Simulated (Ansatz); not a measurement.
Cd2S2. The state is a singlet with charge 0. Geometry r2SCAN-D4/def2-SVP.

Cartesian coordinates in Å:
```
Cd -1.1311 2.3207 -0.4777
Cd -0.5046 -1.8081 1.8355
S 0.0741 -0.0238 -0.0624
S 1.5616 -0.4888 -1.2954
```

In the def2 sets Cd takes a core potential; there is no spin–orbit coupling. The restricted singlet is unstable towards broken spin symmetry in Hartree–Fock (as tested in another run); at PBE-D4/def2-TZVP, r2SCAN-D4/def2-TZVP, r2SCANh-D4/def2-TZVP, PBE0-D4/def2-TZVP and others this wasn't settled. At PBE-D4/def2-TZVP an occupied level lies above an empty one. Another isomer (triplet) lies 0.15 eV lower at PBE0-D4/def2-TZVP; other spin states weren't run for this one.

Task: Estimate the orbital energies around the gap (eV) in Ansatz with PBE-D4/def2-TZVP, r2SCAN-D4/def2-TZVP, r2SCANh-D4/def2-TZVP, PBE0-D4/def2-TZVP, BHLYP-D4/def2-TZVP.

Result: 
```json
{"orbital": "HOMO−5", "PBE-D4/def2-TZVP": "-8.95", "r2SCAN-D4/def2-TZVP": "-9.31", "r2SCANh-D4/def2-TZVP": "-9.75", "PBE0-D4/def2-TZVP": "-10.16", "BHLYP-D4/def2-TZVP": "-11.27"}
{"orbital": "HOMO−4", "PBE-D4/def2-TZVP": "-8.76", "r2SCAN-D4/def2-TZVP": "-9.09", "r2SCANh-D4/def2-TZVP": "-9.53", "PBE0-D4/def2-TZVP": "-9.93", "BHLYP-D4/def2-TZVP": "-10.90"}
{"orbital": "HOMO−3", "PBE-D4/def2-TZVP": "-7.43", "r2SCAN-D4/def2-TZVP": "-7.80", "r2SCANh-D4/def2-TZVP": "-8.31", "PBE0-D4/def2-TZVP": "-8.81", "BHLYP-D4/def2-TZVP": "-10.09"}
{"orbital": "HOMO−2", "PBE-D4/def2-TZVP": "-5.93", "r2SCAN-D4/def2-TZVP": "-6.11", "r2SCANh-D4/def2-TZVP": "-6.37", "PBE0-D4/def2-TZVP": "-6.59", "BHLYP-D4/def2-TZVP": "-7.18"}
{"orbital": "HOMO−1", "PBE-D4/def2-TZVP": "-5.73", "r2SCAN-D4/def2-TZVP": "-5.86", "r2SCANh-D4/def2-TZVP": "-6.06", "PBE0-D4/def2-TZVP": "-6.25", "BHLYP-D4/def2-TZVP": "-6.74"}
{"orbital": "HOMO", "PBE-D4/def2-TZVP": "-4.30", "r2SCAN-D4/def2-TZVP": "-4.50", "r2SCANh-D4/def2-TZVP": "-4.92", "PBE0-D4/def2-TZVP": "-5.39", "BHLYP-D4/def2-TZVP": "-6.46"}
{"orbital": "LUMO", "PBE-D4/def2-TZVP": "-4.34", "r2SCAN-D4/def2-TZVP": "-4.44", "r2SCANh-D4/def2-TZVP": "-4.26", "PBE0-D4/def2-TZVP": "-3.87", "BHLYP-D4/def2-TZVP": "-3.34"}
{"orbital": "LUMO+1", "PBE-D4/def2-TZVP": "-2.05", "r2SCAN-D4/def2-TZVP": "-1.85", "r2SCANh-D4/def2-TZVP": "-1.61", "PBE0-D4/def2-TZVP": "-1.37", "BHLYP-D4/def2-TZVP": "-0.75"}
{"orbital": "LUMO+2", "PBE-D4/def2-TZVP": "-1.34", "r2SCAN-D4/def2-TZVP": "-1.10", "r2SCANh-D4/def2-TZVP": "-0.88", "PBE0-D4/def2-TZVP": "-0.71", "BHLYP-D4/def2-TZVP": "-0.13"}
{"orbital": "LUMO+3", "PBE-D4/def2-TZVP": "-1.17", "r2SCAN-D4/def2-TZVP": "-0.89", "r2SCANh-D4/def2-TZVP": "-0.69", "PBE0-D4/def2-TZVP": "-0.57", "BHLYP-D4/def2-TZVP": "-0.04"}
{"orbital": "LUMO+4", "PBE-D4/def2-TZVP": "-1.09", "r2SCAN-D4/def2-TZVP": "-0.82", "r2SCANh-D4/def2-TZVP": "-0.60", "PBE0-D4/def2-TZVP": "-0.43", "BHLYP-D4/def2-TZVP": "0.16"}
{"orbital": "LUMO+5", "PBE-D4/def2-TZVP": "-0.81", "r2SCAN-D4/def2-TZVP": "-0.50", "r2SCANh-D4/def2-TZVP": "-0.24", "PBE0-D4/def2-TZVP": "-0.06", "BHLYP-D4/def2-TZVP": "0.63"}
```
